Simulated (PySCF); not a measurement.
Computed properties of SbFCl2, SMILES [Cl][Sb]([F])[Cl]

SbFCl₂, SMILES [F][Sb]([Cl])[Cl]. Coordinates come from a B3LYP-D3(BJ)/def2-SVP optimisation. The def2 effective core potentials stand for the cores of Sb; spin–orbit coupling is left out. The values are those of a single conformer. All values are computed for the isolated molecule unless a solvent is named; none is compared with measurement here.

**Structure.** The optimised structure has Cs symmetry. All 6 harmonic modes at B3LYP-D3(BJ)/def2-SVP (PySCF) are real, so it is a minimum. With heavy atoms numbered as in [Sb:1]([F:2])([Cl:3])[Cl:4], the shortest bond between them is Sb1–F2 at 1.938 Å and the longest Sb1–Cl3 at 2.379 Å.

**Vibrations.** The strongest infrared lines (harmonic, unscaled, degenerate partners summed) lie at 362 cm⁻¹ (76 km/mol, Cl 73 %, Sb 26 %), 631 cm⁻¹ (65 km/mol, F 86 %, Sb 14 %), 372 cm⁻¹ (38 km/mol, Cl 77 %, Sb 22 %). The softest mode is at 117 cm⁻¹ and the zero-point energy is 2.6 kcal/mol.

**Electronic structure.** PBE0/def2-TZVPD (PySCF) places the frontier levels at -8.97 and -2.27 eV, a gap of 6.70 eV, and gives a dipole moment of 3.17 D and a mean polarisability of 70.1 bohr³.

**Excitations.** TDA-CAM-B3LYP/def2-SVPD (PySCF) has S1 at 5.80 eV (214 nm, f = 0.079, bright); the most intense of the 10 singlets computed lies at 5.80 eV (f = 0.08). T1 (TDA) is at 4.68 eV, 1.12 eV under S1. No vertical singlet excitation falls in the visible range (under 3.1 eV).
